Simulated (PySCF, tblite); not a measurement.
C₅H₇ClF₂.
Z-matrix (Å and degrees, GFN2-xTB geometry), rows numbered from 1:
```
C 
C   1  1.4905
C   2  1.3239  1  128.07
C   3  1.5010  2  126.66  1     0.17
C   4  1.5186  3  110.66  2   114.47
F   5  1.3462  4  111.79  3    62.98
F   5  1.3493  4  111.37  3  -179.37
Cl  5  1.7869  4  111.91  3   -58.32
H   1  1.0850  2  112.89  3    -5.85
H   1  1.0899  2  109.67  3   115.55
H   1  1.0890  2  109.35  3  -126.76
H   2  1.0822  1  114.04  3  -179.38
H   3  1.0812  2  119.37  1   179.25
H   4  1.0889  3  112.41  2    -6.32
H   4  1.0945  3  109.95  2  -127.77
```

Theory: CAM-B3LYP/def2-SVPD in PySCF (dipole) on a GFN2-xTB geometry, gas phase.

Masses are those of the commonest isotopes; rigid-rotor values at the optimised geometry. The values belong to one conformer with, in the numbering `[CH3:1]/[CH:2]=[CH:3]\[CH2:4][C:5]([F:6])([F:7])[Cl:8]`, C2–C3–C4–C5 114°, C3–C4–C5–F6 63°.

Task: What are A, B and C (MHz)?

Result: Ia = 192.13, Ib = 462.82, Ic = 519.58 u·Å²; 505379 MHz·u·Å²/I gives A = 2630, B = 1092, C = 972.7 MHz.

Task: Classify the top.

Result: An asymmetric top; Ray's κ = -0.856.

Task: What does the inertial defect say?

Result: Not planar: Δ = Ic − Ia − Ib = -135.37 u·Å². For a rigid frame Δ = −2 Σ m c², so Σ m c² = 67.68 u·Å² lies off the ab plane: 10.01 from hydrogen and 57.67 from heavier atoms. The atom farthest from that plane is 1.50 Å away.

Task: Give the coordinates in the principal-axis frame, origin at the centre of mass.

Result: The sense of each axis is arbitrary; atoms in the order of the calculation.
```
atom  mass (u)   a (Å)   b (Å)   c (Å)
  C1    12.000  -3.061   0.482  -0.653
  C2    12.000  -2.492  -0.320   0.467
  C3    12.000  -1.328  -0.948   0.512
  C4    12.000  -0.292  -0.995  -0.573
  C5    12.000   0.975  -0.283  -0.136
  F6    18.998   1.546  -0.885   0.925
  F7    18.998   1.912  -0.305  -1.107
 Cl8    34.969   0.667   1.423   0.297
  H9     1.008  -2.365   0.613  -1.475
 H10     1.008  -3.961  -0.002  -1.031
 H11     1.008  -3.348   1.466  -0.283
 H12     1.008  -3.137  -0.386   1.334
 H13     1.008  -1.048  -1.483   1.409
 H14     1.008  -0.637  -0.531  -1.496
 H15     1.008  -0.017  -2.034  -0.782
```

Task: Where do the levels up to J = 5 lie, in K?

Result: Above 0(0,0), as E/k:
J = 1: 1(0,1) 0.099, 1(1,1) 0.173, 1(1,0) 0.179
J = 2: 2(0,2) 0.297, 2(1,2) 0.365, 2(1,1) 0.383, 2(2,1) 0.604, 2(2,0) 0.604
J = 3: 3(0,3) 0.593, 3(1,3) 0.654, 3(1,2) 0.688, 3(2,2) 0.901, 3(2,1) 0.903, 3(3,1) 1.285, 3(3,0) 1.285
J = 4: 4(0,4) 0.986, 4(1,4) 1.038, 4(1,3) 1.095, 4(2,3) 1.297, 4(2,2) 1.302, 4(3,2) 1.682, 4(3,1) 1.682, 4(4,1) 2.218, 4(4,0) 2.218
J = 5: 5(0,5) 1.475, 5(1,5) 1.518, 5(1,4) 1.604, 5(2,4) 1.792, 5(2,3) 1.803, 5(3,3) 2.178, 5(3,2) 2.179, 5(4,2) 2.714, 5(4,1) 2.714, 5(5,1) 3.404, 5(5,0) 3.404

Task: Which lines would a microwave search look for?

Result: The dipole components are |μa| = 2.56 D, |μb| = 0.67 D, |μc| = 0.61 D. Intensities carry the squares of the components, which stand as 1.00 : 0.07 : 0.06 (a : b : c). Some lines, for components of 0.1 D or more:

```
type  branch         J(Ka,Kc)    MHz  lower level (cm⁻¹)
   c       Q  4(1,4) ← 4(0,4)   1084               0.685
   c       Q  2(1,2) ← 2(0,2)   1426               0.206
   b       Q  1(1,0) ← 1(0,1)   1658               0.069
   c       Q  4(2,3) ← 4(1,3)   4211               0.761
   b       Q  2(2,0) ← 2(1,1)   4622               0.266
   a       R  3(1,3) ← 2(1,2)   6011               0.254
   a       R  3(0,3) ← 2(0,2)   6167               0.206
   a       R  3(1,2) ← 2(1,1)   6369               0.266
   b       R  4(0,4) ← 3(1,3)   6924               0.454
   c       Q  3(3,1) ← 3(2,1)   7961               0.628
   b       Q  3(3,1) ← 3(2,2)   7995               0.626
   a       R  4(1,4) ← 3(1,3)   8007               0.454
   b       Q  4(3,2) ← 4(2,3)   8012               0.902
   c       R  3(1,2) ← 2(0,2)   8152               0.206
   a       R  4(2,2) ← 3(2,1)   8319               0.628
   b       R  4(1,4) ← 3(0,3)   9277               0.412
   c       R  4(1,3) ← 3(0,3)  10468               0.412
   c       R  3(2,1) ← 2(1,1)  10842               0.266
   c       Q  4(4,1) ← 4(3,1)  11173               1.169
   b       Q  4(4,1) ← 4(3,2)  11175               1.169
   b       R  3(2,1) ← 2(1,2)  11200               0.254
   b       R  3(3,0) ← 2(2,1)  14189               0.420
   c       R  4(4,1) ← 3(3,1)  19446               0.893
   b       R  4(4,0) ← 3(3,1)  19446               0.893
```

Task: Estimate the classical rotational partition function at 10 K, 200 K and 500 K.

Result: Point group C1, symmetry number σ = 1; q = (√π/σ)·√((kT/h)³/(ABC)), k/h = 20836.6 MHz/K: 3190 at 10 K, 285000 at 200 K, 1130000 at 500 K.

Its lowest GFN2-xTB frequency is 13 cm⁻¹, too small to tell a flat minimum from a shallow saddle. These are rigid-rotor constants of the computed structure; measured ground-state constants (B0) also hold zero-point vibration. A rigid rotor knows nothing of internal rotation, which can split or shift real lines. Quadrupole hyperfine structure (35Cl) is left out.
